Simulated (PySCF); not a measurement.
SMILES O[SiH](Cl)Br (PBE0/def2-SVP optimised geometry):

```
6

Si    -0.693    -0.713     0.000
O     -1.285    -1.515     1.304
Cl     1.365    -0.713     0.000
Br    -1.365     1.400     0.000
H     -1.195    -1.400    -1.203
H     -1.109    -1.164     2.183
```

Level of theory: PBE0/def2-TZVP (PySCF).

**Question.** What are the frontier orbital energies and the dipole moment?

**Answer.** HOMO-2 -9.45 eV, HOMO-1 -8.89 eV, HOMO -8.73 eV, LUMO -0.01 eV, LUMO+1 0.24 eV; dipole moment 0.98 D.

On the same geometry PySCF with PBE/def2-TZVP gives HOMO-2 -8.04 eV, HOMO-1 -7.57 eV, HOMO -7.38 eV, LUMO -0.97 eV, LUMO+1 -0.66 eV; dipole moment 1.01 D.

Meta-Löwdin charges at PBE0/def2-TZVP: Si1 1.00, O2 -0.73, Cl3 -0.29, Br4 -0.26, H5 -0.09, H6 0.37.
